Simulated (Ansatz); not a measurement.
Species: CH3AlBr2O, net charge 0, singlet state. 
Geometry from a B3LYP-D3(BJ)/def2-TZVP (Ansatz, a program for electronic structure) optimisation:
```xyz
8

C     -3.1326    -0.6267     0.2400
O     -2.0496     0.2416    -0.0232
Al    -0.3858     0.1167    -0.0241
Br     0.8366     1.9165    -0.5478
Br     0.6063    -1.8347     0.4944
H     -2.7969    -1.6319     0.5108
H     -3.7658    -0.6965    -0.6471
H     -3.7294    -0.2241     1.0612
```
Charge 0, spin multiplicity 1.

Total electronic energies in hartree. Valence correlation only, unless marked. No spin-orbit coupling. Frozen are the shells of the preceding noble gas and the d and f shells that filled before the atom's block. No relativistic terms. Basis-set limits of correlation are two-point, X^-3; Hartree-Fock from the larger set.

| level | program | energy (Eh) |
|---|---|---|
| SVWN5/def2-TZVPD | Ansatz | ? |
| r2SCAN/def2-TZVPD | Ansatz | -5506.00368 |
| CAM-B3LYP/def2-TZVPD | Ansatz | ? |
| PBE-QIDH/def2-TZVPD | Ansatz | ? |
| RPA@PBE/def2-TZVPP | Ansatz | -5502.71681 |
| MP2/def2-TZVPP | Ansatz | -5502.27940 |
| CCSD/def2-TZVPPD | Ansatz | -5502.32728 |
| CCSD(T)/def2-SVPD | Ansatz | -5501.35216 |
| CCSD(T)/CBS(def2-TZVPPD,def2-QZVPPD) | Ansatz | -5502.5881 |

Fill in the missing entries.


- SVWN5/def2-TZVPD, energy (Eh): -5497.07717
- CAM-B3LYP/def2-TZVPD, energy (Eh): -5506.33068
- PBE-QIDH/def2-TZVPD, energy (Eh): -5504.47862
